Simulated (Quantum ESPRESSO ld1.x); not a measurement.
The run below uses ld1.x (Quantum ESPRESSO 7.5).

```
 &input
    zed=33.0,
    iswitch=1,
    rel=1,
    dft='PBE',
    config='[Ar] 3d9 4s2 4p3 5p1',
    verbosity='high',
    prefix='ld1',
    max_out_wfc=37,
    file_charge='ld1.rho',
 /
```

Command: `OMP_NUM_THREADS=1 ld1.x < ld1.in > ld1.out`

It prints:

```
     Program LD1 v.7.5 starts

     --------------------------- All-electron run ----------------------------

     scalar relativistic calculation

     atomic number is 33.00
     dft =PBE   lsd =0 sic =0 latt =0  beta=0.20 tr2=1.0E-14
     Exchange-correlation= PBE
                           (   1   4   3   4   0   0   0)
     mesh =2013 r(mesh) =  99.43383 a.u. xmin = -8.00 dx = 0.00800
     1 Ry =  13.60569312 eV, c = 137.03599908

     n l     nl                  e(Ry)          e(Ha)          e(eV)
     1 0     1S 1( 2.00)    -862.799327081    -431.399663541 -11738.9828710
     2 0     2S 1( 2.00)    -110.799751310     -55.399875655  -1507.5074144
     2 1     2P 1( 6.00)     -97.334185490     -48.667092745  -1324.2990581
     3 0     3S 1( 2.00)     -15.300812496      -7.650406248   -208.1781594
     3 1     3P 1( 6.00)     -11.120859735      -5.560429867   -151.3070048
     3 2     3D 1( 9.00)      -4.247187407      -2.123593704    -57.7859285
     4 0     4S 1( 2.00)      -1.642627585      -0.821313793    -22.3490868
     4 1     4P 1( 3.00)      -0.841163640      -0.420581820    -11.4446144
     5 1     5P 1( 1.00)      -0.092987429      -0.046493714     -1.2651584

     final scf error:  5.1E-15 reached in  31 iterations

     Etot =   -4518.055169 Ry,   -2259.027584 Ha,  -61471.272136 eV

     Ekin =    4605.269394 Ry,    2302.634697 Ha,   62657.882128 eV
     Encl =  -10852.894566 Ry,   -5426.447283 Ha, -147661.152958 eV
     Eh   =    1895.201320 Ry,     947.600660 Ha,   25785.527571 eV
     Exc  =    -165.631317 Ry,     -82.815659 Ha,   -2253.528877 eV

     normalization and overlap integrals

     s(1S/1S) =  1.000000  <r> =   0.0455  <r2> =    0.0028  r(max) =   0.0298
     s(1S/2S) = -0.005339
     s(1S/3S) = -0.002043
     s(1S/4S) = -0.000672
     s(2S/2S) =  1.000000  <r> =   0.2027  <r2> =    0.0485  r(max) =   0.1706
     s(2S/3S) = -0.001202
     s(2S/4S) = -0.000386
     s(2P/2P) =  1.000000  <r> =   0.1772  <r2> =    0.0385  r(max) =   0.1364
     s(2P/3P) = -0.000970
     s(2P/4P) = -0.000261
     s(2P/5P) = -0.000061
     s(3S/3S) =  1.000000  <r> =   0.5936  <r2> =    0.4055  r(max) =   0.5187
     s(3S/4S) = -0.000232
     s(3P/3P) =  1.000000  <r> =   0.6099  <r2> =    0.4361  r(max) =   0.5187
     s(3P/4P) = -0.000169
     s(3P/5P) = -0.000039
     s(3D/3D) =  1.000000  <r> =   0.6510  <r2> =    0.5286  r(max) =   0.4712
     s(4S/4S) =  1.000000  <r> =   1.7884  <r2> =    3.6518  r(max) =   1.5396
     s(4P/4P) =  1.000000  <r> =   2.1702  <r2> =    5.4649  r(max) =   1.7923
     s(4P/5P) = -0.000016
     s(5P/5P) =  1.000000  <r> =   8.0602  <r2> =   73.1864  r(max) =   7.1527

     ------------------------ End of All-electron run ------------------------
```

Run on one thread of a shared host, so times are rough (Intel(R) Xeon(R) Processor @ 2.60GHz): 0.52 s of CPU time, 1.4 s wall, 31 iterations on 2013 mesh points.
